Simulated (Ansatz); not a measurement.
# Ligand exchange: C5H11N + C3H8OSn → C5H10O + C3H9NSn

Gas-phase species: C5H11N (cyclopentylamine) `NC1CCCC1`, singlet; C3H8OSn `C[CH](C)[Sn][OH]`, singlet; C5H10O (cyclopentanol) `OC1CCCC1`, singlet; C3H9NSn `C[CH](C)[Sn][NH2]`, singlet. The partners trade NH2 for OH: C–NH2 and Sn–OH bonds give way to C–OH and Sn–NH2.

Shapes, held fixed at every level: PBE0-D4/def2-TZVP. Flexible molecules stand in one conformer, not always the lowest. Programs: Ansatz 0.2.0. Electronic energies: no zero-point or thermal term.

(1) Estimate ΔE of this reaction.

Answers

(1) The highest level, CCSD(T)/def2-TZVPP, gives ΔE = +25.7 kJ/mol; the levels span +21.8 to +28.5. The column of differences is taken from that level and isn't an error. No measured value is set beside it here. For atoms past krypton def2 sets carry core potentials with scalar relativity. Outer-core shells of Sn are correlated, in sets that cover them unevenly.

| level | kind | ΔE (kJ/mol) | less CCSD(T)/def2-TZVPP |
| --- | --- | --- | --- |
| HF/def2-TZVPP | Hartree–Fock | +28.5 | +2.8 |
| SPW92/def2-TZVPP | LDA | +21.8 | -3.9 |
| r2SCAN-D4/def2-TZVPP | meta-GGA | +26.7 | +1.0 |
| B3LYP-D4/def2-TZVPP | global hybrid | +27.5 | +1.8 |
| CCSD/def2-SVP | coupled cluster or CI | +25.4 | -0.3 |
| CCSD/def2-TZVPP | coupled cluster or CI | +26.6 | +0.9 |
| CCSD(T)/def2-TZVPP | coupled cluster or CI | +25.7 | 0.0 |
